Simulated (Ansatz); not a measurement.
Reaction (redistribution): `NC[SiH2]Cl` + `CC([SiH3])I` → `NC[SiH](Cl)I` + `CC[SiH3]`

Calculated with Ansatz (gas phase, PBE0-D4/def2-TZVP geometries, no zero-point term in ΔE). CBS: MP2 limit from def2 TZ/QZ plus the TZ coupled-cluster correction, frozen cores. Elements past krypton have def2 core potentials. For I outer-core shells are correlated without core-valence functions, which leaves a few kJ/mol of doubt a bond. One conformer a species, not always the lowest.

```
       species  MP2/def2-TZVPP energy (Eh)
  `NC[SiH2]Cl`                  -845.05754
 `CC([SiH3])I`                  -666.42578
`NC[SiH](Cl)I`                 -1141.67166
    `CC[SiH3]`                  -369.85760
```

Q: Work out ΔE.

A: ΔE = (-1141.67166) + (-369.85760) − (-845.05754) − (-666.42578) = -0.04594 Eh = -28.8 kcal/mol. CCSD(T)/CBS gives -28.5 kcal/mol.

Largest T1 diagnostic among the species: 0.010.

From PBE to PBE0 (25 % exact exchange), in def2-TZVPP and without D4, ΔE moves by −1.1 kcal/mol. In def2-TZVPP, CCSD(T) changes the Hartree–Fock value by +3.2 kcal/mol (the triples alone add +0.6 kcal/mol) and MP2 by +2.2 kcal/mol.
